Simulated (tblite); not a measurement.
C₃H₁₀NSi₂ (doublet state).
Cartesian coordinates in Å at the GFN2-xTB level; atoms count from 1:
```xyz
16
C3H10NSi2 angstrom
N      2.6952   -0.2945    0.6642
Si     1.2893   -0.2822   -0.3544
C     -0.0241   -1.3150    0.5954
C     -1.3810   -0.7550    0.1771
C     -1.4533    0.7546    0.3980
Si     0.0284    1.6475   -0.4207
H      3.5535    0.1264    0.3523
H      2.8867   -1.0750    1.2710
H      0.1042   -1.1903    1.6742
H      0.0126   -2.3858    0.3918
H     -2.1848   -1.2508    0.7337
H     -1.5452   -0.9703   -0.8837
H     -2.4035    1.1328    0.0194
H     -1.4476    0.9528    1.4725
H      0.1621    2.9502    0.2534
H     -0.3001    1.9635   -1.8207
```

All values are computed: GFN2-xTB (tblite) harmonic vibrations without scaling, gas phase. Against measured fundamentals such values can be off by several per cent, at times by over 20. Modes of hydrogen on silicon can be 10 to 20 % off. One conformer, not necessarily the lowest. Open shells enter through the occupations alone, without spin polarisation, and single modes of such species can be off by tens of per cent.

Harmonic wavenumbers (cm⁻¹): 81.5, 130.8, 185.3, 194.2, 256.2, 266.7, 383.3, 415.9, 433.0, 463.7, 544.0, 627.5, 657.0, 686.3, 746.1, 768.6, 797.6, 828.9, 868.1, 952.2, 958.4, 1046.4, 1112.5, 1136.2, 1220.5, 1267.3, 1300.1, 1347.9, 1482.6, 1497.4, 1516.9, 1519.3, 2142.0, 2166.7, 2912.7, 2938.4, 2946.6, 2957.3, 2979.5, 2982.5, 3472.9, 3520.8.

A = 3180, B = 2000, C = 1380 MHz; mass 116.035 u (most abundant isotopes); point group C1, symmetry number 1; spin multiplicity 2.

What is the zero-point energy?

½Σν̃ = 27356 cm⁻¹ = 327.25 kJ/mol.

Entropy at 400 K, 1 bar (ideal gas, RRHO, classical rotation)?

Translation 174.25, rotation 120.80, vibration 127.03, spin (R ln 2) 5.76: S = 427.8 J/(mol K).

And Cp and H(400 K) − H(0)?

Cp = 179.09 J/(mol K), of which vibrations give 145.83 (their classical limit is 42 R = 349.2); H(400 K) − H(0) = 41.95 kJ/mol without the zero-point energy, 28.65 from vibrations.

How do the functions run with temperature in this model?

```
T (K)  S (J/(mol K))  Cp (J/(mol K))  H − H(0) (kJ/mol)  G − H(0) (kJ/mol)  ln q(vib)
  100          273.1            65.2               4.56             -22.75       0.73
  200          330.9           105.9              13.12             -53.05       2.49
  300          381.3           145.0              25.70             -88.70       4.53
  500          470.9           207.0              61.31            -174.15       8.82
  800          581.9           264.6             132.83            -332.70      15.07
 1000          643.8           289.9             188.41            -455.40      18.93
```

q(vib) and H(0) count from the zero-point level.

Which modes carry the vibrational entropy at 400 K?

81.5 cm⁻¹: 18.55; 130.8 cm⁻¹: 14.66; 185.3 cm⁻¹: 11.84; 194.2 cm⁻¹: 11.46; 256.2 cm⁻¹: 9.28; 266.7 cm⁻¹: 8.97 J/(mol K); the other 36 give 52.27 together.

Hindered rotation and anharmonicity are outside this model. Other conformers, if any are populated, would add a mixing term that is left out. The structure is chiral; the term R ln 2 for an equal mix with its mirror image is left out.
